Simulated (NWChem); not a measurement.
Everything below was run with NWChem. System: CH3O3Re, charge 0, spin multiplicity 1, at a geometry optimised with PBE0/def2-SVP with def2 effective core potentials on Re. The structure started from a generated list of species. Level: BHandHLYP/def2-TZVP with def2 effective core potentials on Re.

Job file:

```
start mol
memory heap 200 mb stack 900 mb global 1100 mb
geometry units angstroms nocenter noautoz
  Re    -0.035558    -0.070381     0.000000
  O     -0.974429    -0.119180     1.413151
  O     -0.974429    -0.119180    -1.413151
  O      1.210114    -1.223304     0.000000
  C      0.898657     1.778283     0.000000
  H      0.133554     2.569740     0.000000
  H      1.525636     1.866237    -0.900526
  H      1.525636     1.866237     0.900526
  symmetry group Cs
end
basis spherical
  * library def2-tzvp
end
ecp
  Re library def2-ecp
end
dft
  xc bhlyp
  semidirect memsize 60000000 filesize 0
  iterations 100
end
task dft energy
```

Part of the output:

```
             Northwest Computational Chemistry Package (NWChem) 7.3.0
             --------------------------------------------------------

                                NWChem Input Module
                                -------------------

 Scaling coordinates for geometry "geometry" by  1.889725989
 (inverse scale =  0.529177249)

 Turning off AUTOSYM since
 SYMMETRY directive was detected!

                             Geometry "geometry" -> ""
                             -------------------------

 Output coordinates in angstroms (scale by  1.889725989 to convert to a.u.)

  No.       Tag          Charge          X              Y              Z
 ---- ---------------- ---------- -------------- -------------- --------------
    1 Re                  75.0000    -0.03555800    -0.07038100     0.00000000
    2 O                    8.0000    -0.97442900    -0.11918000     1.41315100
    3 O                    8.0000    -0.97442900    -0.11918000    -1.41315100
    4 O                    8.0000     1.21011400    -1.22330400     0.00000000
    5 C                    6.0000     0.89865700     1.77828300     0.00000000
    6 H                    1.0000     0.13355400     2.56974000     0.00000000
    7 H                    1.0000     1.52563600     1.86623700    -0.90052600
    8 H                    1.0000     1.52563600     1.86623700     0.90052600

 Effective nuclear repulsion energy (a.u.)     802.9749461904

            Nuclear Dipole moment (a.u.)
            ----------------------------
        X                 Y               Z
 ---------------- ---------------- ----------------
    -0.0000642507     0.0000472431     0.0000000000

      Symmetry information
      --------------------

 Group name             Cs
 Group number              2
 Group order               2
 No. of unique centers     6

      Symmetry unique atoms

     1    2    4    5    6    7


 Summary of "ao basis" -> "" (spherical)
 ------------------------------------------------------------------------------
       Tag                 Description            Shells   Functions and Types
 ---------------- ------------------------------  ------  ---------------------
 *                         def2-tzvp                  on all atoms

                                 NWChem DFT Module
                                 -----------------

 Summary of "ao basis" -> "ao basis" (spherical)
 ------------------------------------------------------------------------------
       Tag                 Description            Shells   Functions and Types
 ---------------- ------------------------------  ------  ---------------------
 Re                        def2-tzvp                14       40   6s4p3d1f
 O                         def2-tzvp                11       31   5s3p2d1f
 C                         def2-tzvp                11       31   5s3p2d1f
 H                         def2-tzvp                 4        6   3s1p

 Summary of "ao basis" -> "ao basis" (spherical)
 ------------------------------------------------------------------------------
       Tag                 Description            Shells   Functions and Types
 ---------------- ------------------------------  ------  ---------------------
 Re                        def2-tzvp                14       40   6s4p3d1f
 O                         def2-tzvp                11       31   5s3p2d1f
 C                         def2-tzvp                11       31   5s3p2d1f
 H                         def2-tzvp                 4        6   3s1p
[...]
 d= 0,ls=0.0,diis     5   -343.7818493560 -1.06D-03  6.97D-05  3.95D-04    17.6
  Resetting Diis
 d= 0,ls=0.0,diis     6   -343.7819028344 -5.35D-05  2.83D-05  2.59D-05    19.8
 d= 0,ls=0.0,diis     7   -343.7819079128 -5.08D-06  1.89D-05  8.99D-06    21.6
 d= 0,ls=0.0,diis     8   -343.7819061936  1.72D-06  1.19D-05  3.44D-05    23.3
 d= 0,ls=0.0,diis     9   -343.7819094613 -3.27D-06  3.45D-06  6.47D-07    25.0
 d= 0,ls=0.0,diis    10   -343.7819095948 -1.33D-07  3.29D-06  1.23D-07    26.9

         Total DFT energy =     -343.781909594753
      One electron energy =     -945.141090304143
           Coulomb energy =      415.669228429339
    Exchange-Corr. energy =      -40.354172473715
 Nuclear repulsion energy =      226.044124753766

 Numeric. integr. density =       47.999989644365

     Total iterative time =     25.2s

                  Occupations of the irreducible representations
                  ----------------------------------------------

                     irrep           alpha         beta
                     --------     --------     --------
                     a'               16.0         16.0
                     a"                8.0          8.0

                       DFT Final Molecular Orbital Analysis
                       ------------------------------------

 Vector   22  Occ=2.000000D+00  E=-4.207731D-01  Symmetry=a"
              MO Center= -3.3D-01, -3.8D-01,  1.8D-14, r^2= 3.3D+00
   Bfn.  Coefficient  Atom+Function         Bfn.  Coefficient  Atom+Function
  ----- ------------  ---------------      ----- ------------  ---------------
   110      0.242092  4 O  pz                46      0.240819  2 O  px
    77     -0.240819  3 O  px               113      0.214379  4 O  pz
    49      0.212671  2 O  px                80     -0.212671  3 O  px
    12     -0.174166  1 Re pz               116      0.148278  4 O  pz
    52      0.144999  2 O  px                83     -0.144999  3 O  px

 Vector   23  Occ=2.000000D+00  E=-4.169212D-01  Symmetry=a'
              MO Center=  1.5D-01,  3.1D-01,  3.3D-14, r^2= 3.7D+00
   Bfn.  Coefficient  Atom+Function         Bfn.  Coefficient  Atom+Function
  ----- ------------  ---------------      ----- ------------  ---------------
    11      0.200368  1 Re py               140      0.188757  5 C  py
   143      0.182772  5 C  py                47     -0.175262  2 O  py
    78     -0.175262  3 O  py               108     -0.175187  4 O  px
    50     -0.158389  2 O  py                81     -0.158389  3 O  py
   111     -0.156054  4 O  px                14     -0.107990  1 Re py

 Vector   24  Occ=2.000000D+00  E=-4.146729D-01  Symmetry=a"
              MO Center= -2.4D-01, -4.7D-01,  2.5D-14, r^2= 3.2D+00
   Bfn.  Coefficient  Atom+Function         Bfn.  Coefficient  Atom+Function
  ----- ------------  ---------------      ----- ------------  ---------------
   110      0.277534  4 O  pz               113      0.244060  4 O  pz
    46     -0.214378  2 O  px                77      0.214378  3 O  px
    49     -0.188521  2 O  px                80      0.188521  3 O  px
   116      0.177432  4 O  pz                48     -0.138743  2 O  pz
    79     -0.138743  3 O  pz                52     -0.137061  2 O  px

 Vector   25  Occ=0.000000D+00  E=-7.337165D-02  Symmetry=a"
              MO Center= -1.9D-01,  2.5D-02,  2.3D-09, r^2= 2.3D+00
   Bfn.  Coefficient  Atom+Function         Bfn.  Coefficient  Atom+Function
  ----- ------------  ---------------      ----- ------------  ---------------
    20      0.563667  1 Re d -1              25      0.322400  1 Re d -1
    53     -0.225626  2 O  py                84      0.225626  3 O  py
    47     -0.201991  2 O  py                78      0.201991  3 O  py
    50     -0.173609  2 O  py                81      0.173609  3 O  py
    30      0.159455  1 Re d -1             173      0.123314  7 H  s

 Vector   26  Occ=0.000000D+00  E=-7.337076D-02  Symmetry=a'
              MO Center=  1.3D-01, -1.4D-01, -2.3D-09, r^2= 2.3D+00
   Bfn.  Coefficient  Atom+Function         Bfn.  Coefficient  Atom+Function
  ----- ------------  ---------------      ----- ------------  ---------------
    23      0.488485  1 Re d  2              28      0.278912  1 Re d  2
    19      0.247343  1 Re d -2             114     -0.234726  4 O  px
   108     -0.202777  4 O  px               111     -0.172265  4 O  px
    21     -0.156929  1 Re d  0              33      0.145687  1 Re d  2
   167      0.142435  6 H  s                115     -0.140868  4 O  py

 Vector   27  Occ=0.000000D+00  E=-4.298385D-03  Symmetry=a'
              MO Center=  1.4D-01,  2.7D-01,  1.8D-14, r^2= 4.2D+00
   Bfn.  Coefficient  Atom+Function         Bfn.  Coefficient  Atom+Function
  ----- ------------  ---------------      ----- ------------  ---------------
   138      1.323468  5 C  s                  6     -0.692498  1 Re s
   146     -0.545489  5 C  py                19     -0.335454  1 Re d -2
    29     -0.299285  1 Re d -2             145     -0.275645  5 C  px
     5     -0.269868  1 Re s                 17     -0.263518  1 Re py
    23      0.247141  1 Re d  2              21      0.240500  1 Re d  0

 center of mass
 --------------
 x =  -0.03379536 y =  -0.06687874 z =   0.00000000

 moments of inertia (a.u.)
 ------------------
         507.606641997717         -20.028323018610           0.000000000000
         -20.028323018610         478.066867074895           0.000000000000
           0.000000000000           0.000000000000         517.734668698205

     Multipole analysis of the density
     ---------------------------------

     L   x y z        total         alpha         beta         nuclear
     -   - - -        -----         -----         ----         -------
     0   0 0 0     -0.000000    -24.000000    -24.000000     48.000000

     1   1 0 0      0.600740     -1.715444     -1.715444      4.031628
     1   0 1 0      1.188785     -3.395655     -3.395655      7.980096
     1   0 0 1     -0.000000     -0.000000     -0.000000      0.000000

     2   2 0 0    -36.970135    -83.558137    -83.558137    130.146140
     2   1 1 0      2.634862     -8.822525     -8.822525     20.279912
     2   1 0 1      0.000000      0.000000      0.000000      0.000000
     2   0 2 0    -33.088583    -96.565295    -96.565295    160.042007
     2   0 1 1     -0.000000     -0.000000     -0.000000      0.000000
     2   0 0 2    -38.301165    -79.097728    -79.097728    119.894292

 Task  times  cpu:       27.0s     wall:       27.0s

 Total times  cpu:       27.0s     wall:       27.0s
```
